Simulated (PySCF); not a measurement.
Compound: C6H9F.
Atom-mapped SMILES: `[CH2:1]=[C:2]1[CH2:3][CH2:4][C@@H:5]1[CH2:6][F:7]` (hydrogens: H8, H9 on C1; H10, H11 on C3; H12, H13 on C4; H14 on C5; H15, H16 on C6)

The same species was optimised twice, with GFN2-xTB and with PBE0-D3(BJ)/def2-SVP (PySCF), and the same property calculations (PySCF, gas phase) were run on both structures.

```csv
coordinate,GFN2-xTB,PBE0-D3(BJ)/def2-SVP,change
C1=C2 (Å),1.316,1.330,+0.014
C5–C6 (Å),1.519,1.510,-0.009
C3–C4 (Å),1.540,1.549,+0.009
C2–C3 (Å),1.505,1.514,+0.009
C2–C5 (Å),1.510,1.518,+0.008
C4–C5 (Å),1.544,1.550,+0.006
C6–F7 (Å),1.376,1.373,-0.003
C1–C2–C3 (°),134.1,134.4,+0.3
C5–C6–F7 (°),110.7,110.3,-0.4
C1–C2–C5 (°),133.3,133.1,-0.2
C4–C5–C6 (°),116.0,116.2,+0.2
C2–C5–C4 (°),88.6,88.7,+0.1
C3–C2–C5 (°),92.6,92.4,-0.2
C2–C5–C6 (°),114.3,114.4,+0.1
C3–C4–C5 (°),89.9,89.9,0.0
C4–C5–C6–F7 (°),75,70,-5
```

Rotational constants: A = 4557, B = 1899, C = 1442 MHz (GFN2-xTB) against A = 4507, B = 1906, C = 1443 MHz (PBE0-D3(BJ)/def2-SVP). Point groups within 0.08 Å: C1 and C1.

On the GFN2-xTB structure: lowest singlet, TDDFT (eV) 6.96 [wB97X-D/def2-SVPD]; lowest triplet, Tamm–Dancoff (eV) 4.41 [wB97X-D/def2-SVPD]; isotropic polarisability (au) 70.0 [wB97X-D/def2-SVPD]; HOMO (eV) -9.24 [wB97X-D/def2-SVPD]; LUMO (eV) 1.74 [wB97X-D/def2-SVPD]; dipole (D) 1.72 [wB97X-D/def2-SVPD].

What do these properties become on the PBE0-D3(BJ)/def2-SVP structure?

```json
{"property": "lowest singlet, TDDFT (eV)", "level": "wB97X-D/def2-SVPD", "on GFN2-xTB": "6.96", "on PBE0-D3(BJ)/def2-SVP": "6.87", "change": "-0.09"}
{"property": "lowest triplet, Tamm–Dancoff (eV)", "level": "wB97X-D/def2-SVPD", "on GFN2-xTB": "4.41", "on PBE0-D3(BJ)/def2-SVP": "4.29", "change": "-0.12"}
{"property": "isotropic polarisability (au)", "level": "wB97X-D/def2-SVPD", "on GFN2-xTB": "70.0", "on PBE0-D3(BJ)/def2-SVP": "71.2", "change": "+1.2"}
{"property": "HOMO (eV)", "level": "wB97X-D/def2-SVPD", "on GFN2-xTB": "-9.24", "on PBE0-D3(BJ)/def2-SVP": "-9.20", "change": "+0.04"}
{"property": "LUMO (eV)", "level": "wB97X-D/def2-SVPD", "on GFN2-xTB": "1.74", "on PBE0-D3(BJ)/def2-SVP": "1.67", "change": "-0.07"}
{"property": "dipole (D)", "level": "wB97X-D/def2-SVPD", "on GFN2-xTB": "1.72", "on PBE0-D3(BJ)/def2-SVP": "1.66", "change": "-0.06"}
{"property": "energy, GFN2-xTB geometry as zero (kcal/mol)", "level": "wB97X-D/def2-SVPD", "on GFN2-xTB": "0.0", "on PBE0-D3(BJ)/def2-SVP": "-0.7", "change": "-0.7"}
```

The heavy atoms differ by 0.029 Å rms after alignment. Among bonds between heavy atoms C1=C2 changes most (+0.014 Å). Changes are differences of the printed values. Neither structure is proved a minimum here.

The values belong to the conformer `[CH2:1]=[C:2]1[CH2:3][CH2:4][C@@H:5]1[CH2:6][F:7]`: C4–C5–C6–F7 70°.

wB97X-D is run here without its empirical dispersion term; that term would change no orbital, density or response property at a fixed geometry.
